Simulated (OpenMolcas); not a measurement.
## As+: Slater's ratio, thermal populations, the spin-orbit constant, worked from levels

```
Program             : OpenMolcas 26.06
Basis               : ANO-R3 [7s6p5d3f2g]
Scalar Hamiltonian  : X2C, finite nucleus
Active space        : 2 electrons in 9 orbitals (RAS2 4p; RAS3 4d 5s, at most 1 electron)
State averaging     : 2S+1 = 3 even, 3 roots; 2S+1 = 1 even, 6 roots; 2S+1 = 3 odd, 18 roots; 2S+1 = 1 odd, 18 roots
Spin-orbit coupling : state interaction with AMFI integrals over the reference wave functions, term energies averaged over their components
```

Methods: RASSCF; MS-RASPT2, IPEA 0.25 Eh, imaginary shift 0.1 Eh (closed shells correlated: 3d 4s). Measured levels: NIST Handbook of Basic Atomic Spectroscopic Data.

**Slater's ratio.** With one set of orbitals, p2 has 1D - 3P = 6 F2 and 1S - 1D = 9 F2 (F2 = F²/25), a ratio of 3/2. Term energies are centres of gravity, weighted by 2J + 1.

```json
{"Source": "RASSCF", "1D - 3P": "10925", "1S - 3P": "26819", "F2 from the first": "1821", "Ratio": "1.455"}
{"Source": "MS-RASPT2", "1D - 3P": "8561", "1S - 3P": "24908", "F2 from the first": "1427", "Ratio": "1.909"}
{"Source": "measured", "1D - 3P": "8329", "1S - 3P": "20832", "F2 from the first": "1388", "Ratio": "1.501"}
```

Energies in cm-1. A ratio away from 3/2 shows effects beyond one configuration with one set of orbitals, and in heavier atoms second-order spin-orbit shifts.

**Thermal populations.** Z = Σ (2J + 1) exp(-E/kT) with k = 0.695035 cm-1/K, over the levels below. No other level of either list lies under 54800 cm-1, which is above 7 kT at each temperature.

```csv
Level,2J + 1,MS-RASPT2,measured
4s2 4p2 3P0,1,0.0,0.0
4s2 4p2 3P1,3,912,1063
4s2 4p2 3P2,5,2260,2541
4s2 4p2 1D2,5,10120,10096
4s2 4p2 1S0,1,26470,22599
```

```
T (K)  Z, MS-RASPT2  Z, measured levels  Ground level (%), MS-RASPT2  Ground level (%), measured levels
 3000         4.668               4.319                         21.4                               23.2
 5000         6.189               5.891                         16.2                               17.0
 8000         7.695               7.475                         13.0                               13.4
```

At 8000 K, kT = 5560 cm-1, and the computed levels give Z = 1.000 + 2.546 + 3.330 + 0.810 + 0.009 = 7.695.

**The spin-orbit constant.** For the Hund term 3P of p2, E(J) = (A/2) J(J+1) + constant and ζ = 2S·A = 2A. From J = 0 to J = 2 the energy changes by 3 A.

```tsv
Source	E(2) - E(0)	A	ζ
RASSCF	2284.5	761.5	1523
MS-RASPT2	2262.5	754.2	1508
measured	2541.3	847.1	1694
```

All in cm-1. MS-RASPT2 is off by -11.0 % and RASSCF by -10.1 %. Both methods take the spin-orbit matrix elements from the reference wave functions, so the second can move ζ only through the term energies and any multistate remixing. Second-order mixing with other terms is absorbed into this ζ.

CASPT2 breaks the degeneracy within a term, and the mean is taken; among the terms shown or strongly mixed into the levels shown the widest spread is 120 cm-1 (4s2 4p2 1D, MS-RASPT2). Over all roots computed the reference weight is 0.85 to 0.94 in MS-RASPT2; the roots of lowest weight are the least certain, and an intruder state may touch them. With the s shell closed, the reference lacks s² → p² mixing. Without dynamic correlation excited terms often stand tens of per cent too high (terms of higher spin than the ground term too low), and those without a measured partner can miss by more than the paired ones (holds for RASSCF). Some terms miss by over 15 % even with CASPT2, which points to a basis or an active space too small for the shells correlated (holds for MS-RASPT2). Computed and measured levels are paired by configuration, term and J; levels that our copy of the source lacks, or whose pairing is in doubt (as where it misses far off the trend of its configuration), stay unpaired and out of the deviations. Where the source uses jj or jK labels, the order within each J decides. Levels of configurations outside the active space are missing.
